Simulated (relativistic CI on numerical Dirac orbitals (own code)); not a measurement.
Ni⁴⁺ in a cubic cluster: 3p photoemission with charge transfer

Computed with a charge-transfer multiplet model of a cubic metal-ligand cluster with up to 3 ligand holes, Slater and spin-orbit integrals from Dirac-Coulomb-Breit ions, Slater integrals scaled by 0.8. The ground state mixes d6 with configurations of k ligand holes L, whose averages lie at kΔ + k(k − 1)U_dd/2; a core hole lowers each added d electron by U_cd. 300 K, Lorentzian 0.9 eV and Gaussian 0.8 eV FWHM.

Atomic integrals in eV (Slater integrals scaled, ζ unscaled), ground: F2dd 11.354, F4dd 7.124, zeta_d 0.099; with the core hole: F2dd 12.080, F4dd 7.613, zeta_d 0.106, zeta_core 1.544, F2cd 12.424, G1cd 15.174, G3cd 9.382.

Cluster parameters (eV): Δ = -1.2, U_cd = 9.3, 10Dq = 1, 10Dq(ligand) = 0.8, V(eg) = 2.15, V(t2g) = -1.17, final-state hopping factor = 1.

```tsv
Case	n_d	d6	d7L	d8L2	d9L3	S
U_dd = 7 eV	6.93	0.24	0.60	0.16	0.01	0.30
U_dd = 7.7 eV	6.89	0.25	0.61	0.14	0.01	0.36
U_dd = 8.4 eV	6.86	0.27	0.61	0.12	0.00	0.43
```

Weights, n_d and S are thermal averages at 300 K. Binding energies count from the first peak over 30 % of the highest in each spectrum, which can be another peak from case to case. The parameters are a model scan and need not match a compound or its usual spin state. Peaks in eV (height, largest 100):
- U_dd = 7 eV: 0.0 (100), 8.6 (53), 13.6 (23), 15.7 (27), 18.6 (26), 24.7 (14), 28.3 (7)
- U_dd = 7.7 eV: 0.0 (100), 8.3 (48), 10.6 (34), 15.9 (24), 17.9 (25), 25.3 (14), 29.2 (5)
- U_dd = 8.4 eV: 0.0 (100), 7.5 (49), 11.0 (32), 14.4 (24), 17.6 (25), 25.7 (13)

For the case U_dd = 7.7 eV, Δ = -1.2 eV is smaller than U_dd = 7.7 eV, the charge-transfer side of the Zaanen-Sawatzky-Allen scheme (negative Δ: between configuration averages a ligand hole costs less than the nominal valence; multiplet and field energies can change this for the lowest states). With the core hole the average of the configuration with one ligand hole lies at Δ − U_cd = -10.5 eV before mixing: it lies below the unscreened one, so the lowest final states are mostly screened and the unscreened weight appears at higher binding energy as a satellite.
